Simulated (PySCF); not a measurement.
Harmonic spectrum computed at PBE0 in the def2-TZVP basis family (core potentials from Rb on, PySCF, no spin–orbit coupling):

| symmetry | ω (cm⁻¹) | IR (km/mol) |
| --- | --- | --- |
| a1 | 99 | 2.4 |
| b2 | 308 | 89.8 |
| a1 | 326 | 40.8 |

Problem. Which molecule gave it? In each, all ligands are bound to the one heavy central atom.
A. HgCl₂ (singlet)
B. PbCl₂ (singlet)
C. CdCl₂ (singlet)
D. SnCl₂ (singlet)

Solution. B. It has C2v symmetry with Pb–Cl 2.456 Å (×2).
